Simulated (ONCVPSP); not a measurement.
Before and after: ONCV potential for chromium

| Quantity | Value |
| --- | --- |
| Element | chromium |
| Generator | ONCVPSP 4.0.1 |
| Type | optimised norm-conserving Vanderbilt (ONCV) |
| Functional | revPBE |
| Relativity | fully relativistic |
| Frozen core | [Ne] |
| Valence charge | 14 |
| Reference configuration | 3s2 3p6 3d4.5 (charge +1.5) |
| Partial waves | 3s: rc 1.35 bohr, ncon 4, nbas 9, qcut 7.7 1/bohr, 1 projector; 3p: rc 1.45 bohr, ncon 4, nbas 8, qcut 10.8 1/bohr, 2 projectors, debl 0.5 Ha; 3d: rc 1.40 bohr, ncon 4, nbas 9, qcut 12.1 1/bohr, 2 projectors, debl 2.8 Ha |
| Local potential | polynomial inside 1.00 bohr (lpopt 5, dvloc0 1 Ha) |
| Core correction | polynomial model core, fcfact 0.6 |

Open shells are filled in proportion to 2j + 1.

In the p channel the program set the typed energies aside and used -2.153, 0.250 Ha (j = l + 1/2; the other j can differ).

Change: s: qcut 9.1; p: qcut 12.7; d: qcut 14.2.

Cutoffs: the cutoffs (Ha) at which the residual kinetic energy of the hardest occupied pseudo-wave falls to 1 and 0.1 mHa per electron; they do not see the model core or the augmentation charge, which bear on the density cutoff. Errors are all-electron minus pseudo energies relative to the spin-unpolarised reference configuration.

Problem. Predict the effect on cutoff, ghosts and configuration errors.

Solution. The potential gets harder (51 Ha and 58 Ha → 60 Ha and 69 Ha); of the 4 tests that both files solve, the error grows in 0 and shrinks in 3 by more than 15 % and 0.3 meV (median size 113.2 → 77.5 meV); neither file shows a bound ghost.

```csv
quantity,base,changed
"cutoff, loose",51 Ha,60 Ha
"cutoff, tight",58 Ha,69 Ha
loose cutoff by channel,"s 23 Ha, p 28 Ha, d 51 Ha","s 29 Ha, p 27 Ha, d 60 Ha"
bound ghosts,none,none
GHOST(+) flags under 300 eV,none,none
"error for 3s2 3p6 3d5 4s1, meV [ΔE -13.13 eV]",+224,+154
"error for 3s2 3p6 3d5, meV [ΔE -6.34 eV]",+0.4,+0.3
"error for 3s2 3p6 3d4, meV [ΔE 9.60 eV]",+1.9,+1.3
"error for 3s2 3p6 3d4 4s1 4p1, meV [ΔE -9.64 eV]",+329,+227
s: phases at 1.37 bohr within 0.05 rad from the reference energy up to (Ha; the scan ends near 5),-0.5,-0.2
p3/2: phases at 1.47 bohr within 0.05 rad from the reference energy up to (Ha; the scan ends near 5),to the end of the scan,to the end of the scan
p1/2: phases at 1.47 bohr within 0.05 rad from the reference energy up to (Ha; the scan ends near 5),to the end of the scan,to the end of the scan
d5/2: phases at 1.42 bohr within 0.05 rad from the reference energy up to (Ha; the scan ends near 5),to the end of the scan,to the end of the scan
d3/2: phases at 1.42 bohr within 0.05 rad from the reference energy up to (Ha; the scan ends near 5),to the end of the scan,to the end of the scan
"rms error of d²Exc/dni dnj with the model core, mHa",7.28,7.53
```
